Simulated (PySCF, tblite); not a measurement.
Isomers of C4H13FSi2. Level: GFN2-xTB in tblite, geometry and Hessian alike; calculated harmonic values, unscaled, isolated species. The method is semi-empirical: single wavenumbers can be off by several per cent or more. Modes of hydrogen on silicon can be 10 to 20 % off. One conformer each.

Electronic energies: PBE0/pcSseg-1 single points on the GFN2-xTB geometries (PySCF, gas phase).

```tsv
SMILES	electronic energy, lowest = 0 (kcal/mol)
C[SiH2]C[C@@H]([SiH3])CF	3.6
CC[Si@@H](CF)C[SiH3]	0.0
FCCCC([SiH3])[SiH3]	11.0
```

Task: How do GFN2-xTB zero-point energies change the relative energies?

Result: 
```json
{"SMILES": "CC[Si@@H](CF)C[SiH3]", "ZPE (kcal/mol)": "96.4", "of it from modes above 1550 cm⁻¹": "51.2", "electronic (kcal/mol)": "0.0", "with ZPE, lowest = 0 (kcal/mol)": "0.0", "lowest mode (cm⁻¹)": "38", "rings": "0"}
{"SMILES": "C[SiH2]C[C@@H]([SiH3])CF", "ZPE (kcal/mol)": "95.2", "of it from modes above 1550 cm⁻¹": "50.1", "electronic (kcal/mol)": "3.6", "with ZPE, lowest = 0 (kcal/mol)": "2.4", "lowest mode (cm⁻¹)": "43", "rings": "0"}
{"SMILES": "FCCCC([SiH3])[SiH3]", "ZPE (kcal/mol)": "94.7", "of it from modes above 1550 cm⁻¹": "48.8", "electronic (kcal/mol)": "11.0", "with ZPE, lowest = 0 (kcal/mol)": "9.2", "lowest mode (cm⁻¹)": "38", "rings": "0"}
```

The zero-point energies span 1.7 kcal/mol, from `FCCCC([SiH3])[SiH3]` to `CC[Si@@H](CF)C[SiH3]`. The order is unchanged.

Task: And how do the electronic energies of GFN2-xTB itself compare?

Result: `CC[Si@@H](CF)C[SiH3]` 12.1; `C[SiH2]C[C@@H]([SiH3])CF` 4.2; `FCCCC([SiH3])[SiH3]` 0.0 kcal/mol, lowest = 0. Against the energies above, taken from the same isomer `CC[Si@@H](CF)C[SiH3]`, the largest difference is 23.1 kcal/mol.

Task: What do entropy and thermal enthalpy add at 298.15 K and 1 bar (rigid rotor, harmonic oscillator, one conformer each)?

Result: 
| SMILES | point group | symmetry number | S (cal/(mol K)) | H − H(0) (kcal/mol) | ZPE + H − H(0) − TS (kcal/mol) |
| --- | --- | --- | --- | --- | --- |
| CC[Si@@H](CF)C[SiH3] | C1 | 1 | 107.6 | 8.01 | 72.4 |
| C[SiH2]C[C@@H]([SiH3])CF | C1 | 1 | 106.0 | 7.84 | 71.4 |
| FCCCC([SiH3])[SiH3] | C1 | 1 | 104.1 | 7.59 | 71.2 |
